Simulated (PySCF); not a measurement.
C₂H₄AlBr.

```xyz
8

Al    -0.6412     0.6426     0.0000
H     -2.2006     0.8782     0.0000
Br     0.1284    -1.4916     0.0000
C      0.6070     2.1256     0.0000
C      0.1397     3.3908     0.0000
H      1.6976     1.9921     0.0000
H      0.7987     4.2687     0.0000
H     -0.9351     3.6153     0.0000
```

Geometry: TPSSh-D3(BJ)/def2-SVP. The structure was generated by enumeration; whether it is a known compound was not checked. The values are those of a single conformer.

These are PBE/pcSseg-1 in PySCF values and carry that method's errors. Non-relativistic, no solvent.

Computed absolute GIAO shielding of each atom: isotropic value and principal components (ppm):
```json
[
 {"atom": "Al1", "σ(iso)": "317.3", "σ11": "296.4", "σ22": "322.6", "σ33": "333.0", "span": "36.5"},
 {"atom": "H2", "σ(iso)": "25.9", "σ11": "22.4", "σ22": "24.1", "σ33": "31.3", "span": "8.9"},
 {"atom": "Br3", "σ(iso)": "2449.0", "σ11": "1974.9", "σ22": "2681.7", "σ33": "2690.2", "span": "715.4"},
 {"atom": "C4", "σ(iso)": "27.4", "σ11": "-86.3", "σ22": "3.2", "σ33": "165.1", "span": "251.4"},
 {"atom": "C5", "σ(iso)": "25.4", "σ11": "-102.6", "σ22": "20.4", "σ33": "158.5", "span": "261.2"},
 {"atom": "H6", "σ(iso)": "24.5", "σ11": "20.5", "σ22": "24.6", "σ33": "28.3", "span": "7.8"},
 {"atom": "H7", "σ(iso)": "24.2", "σ11": "21.1", "σ22": "24.0", "σ33": "27.3", "span": "6.2"},
 {"atom": "H8", "σ(iso)": "24.6", "σ11": "20.7", "σ22": "24.6", "σ33": "28.6", "span": "7.8"}
]
```
